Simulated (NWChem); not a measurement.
Species: C₂H₉FSi₃; SMILES F[Si@H]1C[SiH2][C@@H]1[SiH3]

```xyz
15

F     -1.5168     2.0317     0.3489
Si    -0.6140     0.9635    -0.4886
C      1.1828     1.4961    -0.6669
Si     1.6660    -0.1495     0.1672
C     -0.1668    -0.5594     0.5344
Si    -0.8527    -2.2340     0.0501
H     -1.3414     0.6840    -1.7596
H      1.5679     1.6998    -1.6764
H      1.4098     2.3639    -0.0254
H      2.2942    -1.1236    -0.7771
H      2.5184    -0.0195     1.3872
H     -0.3977    -0.3801     1.6001
H     -0.6152    -2.4768    -1.4080
H     -0.1898    -3.3351     0.8171
H     -2.3263    -2.3088     0.3006
```
Atoms are numbered in this order, from 1.

Program: NWChem. All runs use the structure optimised with PBE0/def2-SVP. Not confirmed as a minimum by frequencies. Level: PBE/def2-SVP with SMD (1 M gas to 1 M solution), gas-phase geometry. Reactions with the solvent are ignored.

Among these, which solvent gives the highest value of “solvation free energy (kcal/mol)”?
A. ethyl acetate
B. benzene
C. methanol
D. water

D, water. Values: methanol -2.4; ethyl acetate -2.1; benzene -2.1; water 2.6
